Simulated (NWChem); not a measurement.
Species: AlH₃S₂O; SMILES [Al]([OH])([SH])[SH]

```xyz
7

Al     0.3691     0.0070    -0.0004
O      2.0590    -0.1323    -0.0015
H      2.7170     0.5633     0.0171
S     -0.7727    -1.8472    -0.0006
H      0.3549    -2.5940     0.0074
S     -0.6318     1.9469    -0.0008
H     -1.8692     1.4027     0.0156
```
Atoms are numbered in this order, from 1.

Computed with NWChem. All runs use the structure optimised with PBE0/def2-SVP. Ions are spin-unrestricted doublets at the neutral geometry; other ion states weren't tried.

Question: Estimate the computed values for PBE/def2-SVP. Quantities: −ε(HOMO) (eV).

Answer: 
```
Quantity       Result
-------------  ------
−ε(HOMO) (eV)    6.17
```
